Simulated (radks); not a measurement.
The nuclear charge of neutral zirconium is varied continuously with 40 electrons held in [Kr] 4d2 5s2. Calculated with a radial shooting solver on a logarithmic mesh with Libxc functionals: scalar-relativistic Kohn-Sham, BLYP, spin-polarised, spherical densities, point nucleus; open shells are filled with parallel spins first (spin-orbit coupling, left out, can overturn this in heavy ions). By the Hellmann-Feynman theorem dE/dZ = E(electron-nucleus)/Z, the electronic potential at the nucleus. The scalar-relativistic energy here is not variational (the density holds large components alone), so the two differ by a part that grows with Z.

Z     E (hartree)  E(electron-nucleus)/Z (hartree)  HOMO  e(HOMO) (eV)  <r> HOMO (bohr)
39.8  -3555.79030                         -215.168    4d        -2.173            2.411
39.9  -3577.38831                         -215.906    4d        -2.967            2.335
40    -3599.06050                         -216.643    4d        -3.804            2.267
40.1  -3620.80680                         -217.380    5s        -4.628            3.738
40.2  -3642.62718                         -218.117    5s        -5.280            3.663
40.3  -3664.52160                         -218.853    5s        -5.954            3.593
40.4  -3686.49001                         -219.588    5s        -6.649            3.526
40.5  -3708.53240                         -220.324    5s        -7.366            3.463
40.6  -3730.64873                         -221.059    5s        -8.103            3.404
40.7  -3752.83899                         -221.794    5s        -8.860            3.347
40.8  -3775.10317                         -222.529    5s        -9.637            3.292
40.9  -3797.44126                         -223.263    5s       -10.432            3.241
41    -3819.85324                         -223.998    5s       -11.245            3.191

The central difference of E at Z = 40 is -217.092 hartree, to compare with the third column; the second derivative is -7.41 hartree.
